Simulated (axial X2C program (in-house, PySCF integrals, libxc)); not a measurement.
Which molecule has these constants?

Computed with an in-house all-electron X2C program for linear molecules (integrals from PySCF), spin-free (one-electron X2C) or two-component (2c: spin–orbit coupling with atomic mean-field Coulomb and Gaunt terms, which also bring small scalar terms), in Dyall basis sets with cores contracted in-house; open shells are unrestricted.

A two-component CCSD(T) calculation in a Dyall 3-zeta basis gave Re = 1.697 Å, ωe = 987.7 cm⁻¹, De = 5.90 eV, Ω = 0.

Which molecule is it?
A. BS⁻
B. GaS⁻
C. InS⁻
D. AlS⁻

A. The others have AlS⁻ 2.114 Å and 565.5 cm⁻¹ (Ω = 0); InS⁻ 2.356 Å and 378.0 cm⁻¹ (Ω = 0); GaS⁻ 2.154 Å and 440.1 cm⁻¹ (Ω = 0).

Frozen shells (counts by l): BS⁻ S 2s1p, B 1s, 10 electrons correlated; AlS⁻ S 2s1p, Al 2s1p, 10 electrons correlated; InS⁻ In 4s3p2d, S 2s1p, 10 electrons correlated; GaS⁻ Ga 3s2p1d, S 2s1p, 10 electrons correlated. Coupled cluster in natural virtuals with an MP2 remainder. Where the outer core of a metal is frozen, bonds come out longer and ionisation energies lower.

Each entry is the lowest single determinant of a limited PBE0 search at one distance. De goes to single-determinant-based atoms at the same level (for ions the charge split of lowest energy) and is withheld (n/a) where an atom does not fit its ground term or J level. Main or longest-lived isotopes.
